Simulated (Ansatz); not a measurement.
System: Si2H4 (charge -1, doublet). 
Structure (B3LYP-D3(BJ)/def2-TZVP (Ansatz, a quantum-chemistry and plane-wave program) minimum search):
```xyz
6

Si     0.0214     1.0202     0.8466
H     -0.4079     1.9301    -0.3255
Si     0.0055    -0.8553    -0.6091
H      0.9433    -0.8527    -1.7961
H     -1.2979    -1.2384    -1.2746
H      0.3861    -2.1480     0.0702
```
Charge -1, spin multiplicity 2.

Parts of the frozen-core correlation energy in aug-cc-pV(T+d)Z (Ansatz, hartree). Frozen orbitals: 10; correlated occupied orbitals by spin: 7 and 6; virtual: 185 and 186. Open shells are spin-unrestricted. Spin-orbit coupling is left out. Non-relativistic.

| term | value |
|---|---|
| reference (HF) | -580.18536 |
| MP2 opposite-spin | -0.21305 |
| MP2 same-spin | -0.04210 |
| CCSD correlation | -0.29922 |
| (T) | -0.01268 |
| T1 diagnostic | 0.019 |
| largest doubles amplitude | 0.020 |
| <S^2> of the reference | 0.775 |
